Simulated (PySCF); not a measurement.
C4H2BrCl, SMILES C#C/C(Br)=C\Cl.

Geometry: ωB97X-D3(BJ)/def2-SVP. The structure was generated by enumeration; whether it is a known compound was not checked.

Two levels are set side by side: TDA-PBE/def2-SVPD (PySCF) and TDA-M06-2X/def2-SVPD (PySCF). Vertical, same geometry. The lowest singlet is HOMO→LUMO+1 99 % with PBE and HOMO→LUMO+1 83 % with the other functional; states are paired by order. Differences are taken from unrounded values.

```
quantity                               TDA-M06-2X
-------------------------------------  ----------
lowest singlet excitation (eV)               4.85
lowest triplet excitation (TDA) (eV)         3.44
first bright state (f over 0.05) (eV)        5.55
its oscillator strength                      0.34
```

### Question
What does TDA-PBE give, and how far is it from TDA-M06-2X? (An estimate is asked for; the answer gives what the named calculation found.)

### Answer

| quantity | TDA-PBE | TDA-PBE minus TDA-M06-2X |
|---|---|---|
| lowest singlet excitation (eV) | 4.24 | -0.61 |
| lowest triplet excitation (TDA) (eV) | 3.03 | -0.42 |
| first bright state (f over 0.05) (eV) | 4.83 | -0.72 |
| its oscillator strength | 0.19 | -0.14 |

Functionals without exact exchange tend to place singlet excitations lower, as here. Differences between two approximate levels are no errors against the true value.

Rough cost on one machine, each run with all the roots and properties that it gave: TDA-M06-2X against TDA-PBE about 7 times.
